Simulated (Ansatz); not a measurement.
Program: Ansatz. Geometries: PBE0-D4/def2-TZVP. ΔE: electronic, gas phase. CCSD(T)/CBS is the MP2 limit (def2-TZVPP, def2-QZVPP) plus CCSD(T) − MP2 in def2-TZVPP, frozen cores. Functionals use def2-TZVPP. B3LYP here is the variant with VWN-RPA as its local correlation; programs differ in this. Elements past krypton have def2 core potentials. For Sn, Te outer-core shells are correlated without core-valence functions, which leaves a few kJ/mol of doubt a bond. Each species was taken in one conformer, which may not be the lowest.

`[BH2][SnH2][SiH2][SiH3]` + `NC[TeH]` → `[BH2][SnH2][NH2]` + `[SiH3][SiH2]C[TeH]`  (redistribution)

`[BH2][SnH2][SiH2][SiH3]`:

Cartesian coordinates in Å:
```
B 0.652 2.138 -1.207
Sn 1.228 -0.017 -1.327
Si 0.471 -1.108 0.882
Si -1.786 -0.639 1.252
H -0.440 2.491 -1.539
H 1.399 2.948 -0.748
H 2.910 -0.273 -1.505
H 0.442 -0.850 -2.597
H 0.697 -2.580 0.827
H 1.282 -0.556 2.003
H -2.286 -1.228 2.523
H -2.604 -1.166 0.126
H -1.966 0.839 1.308
```

`NC[TeH]`:

```xyz
8

N     1.237    0.231    0.298
C    -0.137   -0.195    0.311
Te   -1.307    1.301   -0.734
H     1.642    0.152   -0.626
H     1.797   -0.306    0.948
H    -0.497   -0.228    1.338
H    -0.360   -1.150   -0.176
H    -2.374    0.194   -1.359
```

`[BH2][SnH2][NH2]`:

```xyz
9

B    -0.681   -1.424   -1.008
Sn    0.257   -0.209    0.625
N     0.562    1.684   -0.071
H    -1.157   -0.897   -1.968
H    -0.734   -2.615   -0.930
H     1.811   -0.739    1.102
H    -0.735   -0.226    2.037
H    -0.287    2.122   -0.406
H     0.964    2.305    0.619
```

`[SiH3][SiH2]C[TeH]`:

Z-matrix (Å, degrees):
```
Si
Si 1 2.343
H 1 1.489 2 109.3
H 1 1.490 2 109.6 3 -118.5
H 1 1.485 2 112.2 3 121.1
C 2 1.877 1 110.0 3 -35.3
H 2 1.490 1 110.3 3 -155.4
H 2 1.493 1 110.2 3 85.9
Te 6 2.148 2 110.4 1 -55.9
H 6 1.090 2 113.6 1 -179.0
H 6 1.092 2 110.0 1 59.0
H 9 1.659 6 93.6 2 -44.2
```

CCSD(T)/CBS gives -37.8 kJ/mol.

Question: Another level gave -35.9 kJ/mol. Which?
A. PBE0-D4/def2-TZVPP
B. ωB97M-V/def2-TZVPP
C. B3LYP-D4/def2-TZVPP
D. SCS-MP2/def2-TZVPP

Answer: B. ωB97M-V -35.9, B3LYP-D4 -28.5, SCS-MP2/def2-TZVPP -42.7, PBE0-D4 -20.9 kJ/mol.

Largest T1 diagnostic among the species: 0.014.

In def2-TZVPP, CCSD(T) changes the Hartree–Fock value by −3.9 kJ/mol (the triples alone add −0.9 kJ/mol) and MP2 by −9.8 kJ/mol. The D4 term adds −5.4 kJ/mol with B3LYP and −2.7 kJ/mol with PBE0; it sums over pairs of atoms, weighted by their polarisabilities, and B3LYP, whose exchange is more repulsive, gets the larger term.
